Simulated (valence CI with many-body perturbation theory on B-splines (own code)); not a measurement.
## Energy levels of Ag7+

Calculated by configuration interaction combined with many-body perturbation theory (CI+MBPT): four valence electrons over a frozen Dirac-Fock core [Kr], radial functions for each j: 9 s, 9 p, 10 d, 8 f, 5 g, 3 h, 1 i, with the one-electron correlation potential Σ1 (screened to all orders), the two-electron term Σ2, the three-electron term Σ3, Breit, model QED; selected single and double excitations, second order for the rest, scaled by the run's own slope (own B-spline code, finite nucleus).

Against 28 measured levels this calculation errs by 389 cm⁻¹ on average and by 1561 at most. These come from a selection out of Atoms 5, 11 (2017), spectra Ag VII to Ag IX. Levels without a partner in it may be off by more, other configurations by 1,000 to 8,000 cm⁻¹. Among the levels kept, up to 270 cm⁻¹ of a level comes from second order outside the variational space, and about a tenth of that is noise between levels of different J, which matters for small intervals. Only levels of the ground parity were solved; by the run's estimate the other parity begins above the list, which can be wrong where configurations are misplaced.

Levels 1 to 45 of 67, with energies above the lowest level, 4d4 5D_0. "Leading %" is the weight of the configuration and term that name the level; weights of strongly mixed levels are sums over their largest components and can fall short. In the jj column 3d3/2^4 stands for four electrons in 3d with j = 3/2. Lifetimes count E1, E2, E3, M1 and M2 decay at the calculated energies, and are blank where another channel may lead or the interval is too uncertain; long ones can be off by a factor of two.

```
No.  Configuration  Term  J  E (cm⁻¹)  Leading %  Lifetime      g               Leading jj
  1            4d4    5D  0         0         91                    4d3/2^2 4d5/2^2 (52 %)
  2            4d4    5D  1      1313         95    8.66 s  1.499     4d3/2^3 4d5/2 (68 %)
  3            4d4    5D  2      3176         97    2.83 s  1.496   4d3/2^2 4d5/2^2 (66 %)
  4            4d4    5D  3      5246         97    2.49 s  1.492   4d3/2^2 4d5/2^2 (51 %)
  5            4d4    5D  4      7399         94    3.80 s  1.487   4d3/2^2 4d5/2^2 (40 %)
  6            4d4    3P  0     21706         82   26.0 ms                  4d3/2^4 (48 %)
  7            4d4    3H  4     22424         72    416 ms  0.880     4d3/2^3 4d5/2 (64 %)
  8            4d4    3H  5     25224         86    1.71 s  1.056   4d3/2^2 4d5/2^2 (93 %)
  9            4d4    3G  3     26635         58   99.0 ms  0.894   4d3/2^2 4d5/2^2 (56 %)
 10            4d4    3P  1     26802         91   33.5 ms  1.458   4d3/2^2 4d5/2^2 (46 %)
 11            4d4    3H  6     27066         90    9.04 s  1.151   4d3/2^2 4d5/2^2 (70 %)
 12            4d4    3F  2     27911         91   88.2 ms  0.700   4d3/2^2 4d5/2^2 (53 %)
 13            4d4    3F  4     29104         49   62.1 ms  1.108     4d3/2 4d5/2^3 (43 %)
 14            4d4    3G  4     32325         52    135 ms  1.093   4d3/2^2 4d5/2^2 (78 %)
 15            4d4    3P  2     32434         76   86.2 ms  1.419   4d3/2^2 4d5/2^2 (57 %)
 16            4d4    3F  3     32592         59   77.1 ms  0.955     4d3/2 4d5/2^3 (68 %)
 17            4d4    3G  5     34471         86    186 ms  1.177     4d3/2 4d5/2^3 (93 %)
 18            4d4    3D  3     37247         92   64.7 ms  1.312   4d3/2^2 4d5/2^2 (37 %)
 19            4d4    1I  6     38183         90    129 ms  1.015     4d3/2 4d5/2^3 (70 %)
 20            4d4    3D  2     38674         62   43.8 ms  1.191     4d3/2 4d5/2^3 (40 %)
 21            4d4    3D  1     39548         94   42.1 ms  0.546     4d3/2 4d5/2^3 (64 %)
 22            4d4    1G  4     42761         71   38.3 ms  1.033           4d5/2^4 (51 %)
 23            4d4    1S  0     46260         88   27.0 ms            4d3/2 4d5/2^3 (69 %)
 24            4d4    1D  2     48618         73   35.7 ms  1.035   4d3/2^2 4d5/2^2 (48 %)
 25            4d4    1F  3     52010         84   53.1 ms  1.019     4d3/2 4d5/2^3 (61 %)
 26            4d4    3P  2     59450         91   39.0 ms  1.449   4d3/2^2 4d5/2^2 (54 %)
 27            4d4    3F  4     61008         92   25.6 ms  1.232   4d3/2^2 4d5/2^2 (73 %)
 28            4d4    3F  2     61700         90   26.7 ms  0.708   4d3/2^2 4d5/2^2 (49 %)
 29            4d4    3F  3     62632         88   41.9 ms  1.077     4d3/2 4d5/2^3 (89 %)
 30            4d4    3P  1     63901         98   26.9 ms  1.496     4d3/2 4d5/2^3 (87 %)
 31            4d4    3P  0     66253         95                            4d5/2^4 (57 %)
 32            4d4    1G  4     69248         92            1.015     4d3/2 4d5/2^3 (72 %)
 33            4d4    1D  2     89161         97   14.3 ms  1.000   4d3/2^2 4d5/2^2 (54 %)
 34            4d4    1S  0    115950         97   7.06 ms          4d3/2^2 4d5/2^2 (60 %)
 35         4d3 5s    5F  1    280830         96   6.58 μs  0.016        4d3/2^3 5s (50 %)
 36         4d3 5s    5F  2    282380         95   6.39 μs  0.999  4d3/2^2 4d5/2 5s (55 %)
 37         4d3 5s    5F  3    284760         96   6.33 μs  1.247  4d3/2^2 4d5/2 5s (70 %)
 38         4d3 5s    5F  4    287580         96   6.28 μs  1.343  4d3/2 4d5/2^2 5s (66 %)
 39         4d3 5s    5F  5    290540         93   6.18 μs  1.387  4d3/2 4d5/2^2 5s (50 %)
 40         4d3 5s    3F  2    293700         91   2.87 μs  0.697  4d3/2^2 4d5/2 5s (54 %)
 41         4d3 5s    3F  3    297510         89   2.92 μs  1.065  4d3/2^2 4d5/2 5s (56 %)
 42         4d3 5s    5P  1    299300         88   4.89 μs  2.387  4d3/2^2 4d5/2 5s (76 %)
 43         4d3 5s    5P  2    299450         79   4.72 μs  1.745  4d3/2^2 4d5/2 5s (66 %)
 44         4d3 5s    3F  4    301030         77   2.99 μs  1.192  4d3/2 4d5/2^2 5s (45 %)
 45         4d3 5s    5P  3    303600         97   4.81 μs  1.659  4d3/2 4d5/2^2 5s (64 %)
```

Names give the largest LS component (configuration and term), which can be under half, so a name can repeat, a term be missing and a line seem to break the LS rules; names also repeat where a configuration has a term twice.

The ionisation energy to 4d3 4F_3/2 of the next ion comes out as 125.58 eV (NIST: 125 ± 2.1 eV (theoretical)). All 67 levels together are meant to be complete up to 331970 cm⁻¹.
